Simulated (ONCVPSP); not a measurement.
## What one change does to a pseudopotential (chromium (Cr), ONCV)

* Element: Cr (Z = 24)
* Generator: ONCVPSP 4.0.1
* Type: optimised norm-conserving Vanderbilt (ONCV)
* Functional: PBE
* Relativity: scalar-relativistic
* Frozen core: [Ne]
* Valence charge: 14
* Reference configuration: 3s2 3p6 3d5 4s0.5 4p0.5
* Partial waves: 3s+4s: rc 1.75 bohr, ncon 3, nbas 6, qcut 5.6 1/bohr, 2 projectors; 3p+4p: rc 1.75 bohr, ncon 3, nbas 6, qcut 8.1 1/bohr, 3 projectors, debl 3.5 Ha; 3d: rc 1.75 bohr, ncon 4, nbas 9, qcut 10.3 1/bohr, local
* Local potential: the d channel
* Core correction: Teter function, fcfact 1.75, rcfact 1.55

Change: d: nproj 1; local potential polynomial inside 1.70 bohr (lpopt 1, dvloc0 0 Ha).

Cutoffs: the cutoffs (Ha) at which the residual kinetic energy of the hardest occupied pseudo-wave falls to 1 and 0.1 mHa per electron; they do not see the model core or the augmentation charge, which bear on the density cutoff. Errors are all-electron minus pseudo energies relative to the spin-unpolarised reference configuration.

Predict the effect on cutoff, ghosts and configuration errors.

The potential gets neither clearly harder nor softer (35 Ha and 41 Ha → 35 Ha and 41 Ha); the bound ghost in s disappears; of the 3 tests that both files solve, the error grows in 1 and shrinks in 1 by more than 15 % and 0.3 meV (median size 0.7 → 1.2 meV). In the separable form a ghost depends on how the local part lies against the semilocal potential of the channel, so the choice of the local part can create or remove one.

```tsv
quantity	base	changed
cutoff, loose	35 Ha	35 Ha
cutoff, tight	41 Ha	41 Ha
bound ghosts	s	none
GHOST(+) flags under 300 eV	none	none
tests with a reliable result	3 of 4	3 of 4
error for 3s2 3p6 3d5 4s1 4p0, meV [ΔE -1.53 eV]	+0.3	0.0
error for 3s2 3p6 3d5 4s0 4p0, meV [ΔE 5.37 eV]	+0.7	+1.2
error for 3s2 3p5 3d5 4s1 4p0, meV [ΔE 49.98 eV]	-119	-96
s: phases at 1.78 bohr within 0.05 rad from the reference energy up to (Ha; the scan ends near 5)	4.8	to the end of the scan
p: phases at 1.78 bohr within 0.05 rad from the reference energy up to (Ha; the scan ends near 5)	to the end of the scan	to the end of the scan
d: phases at 1.78 bohr within 0.05 rad from the reference energy up to (Ha; the scan ends near 5)	0.7	0.9
rms error of d²Exc/dni dnj with the model core, mHa	0.92	0.92
```

 A true bound ghost makes a file unfit for plane-wave use even where its test errors are small: the radial tests pick states by their node count and pass the ghost by.
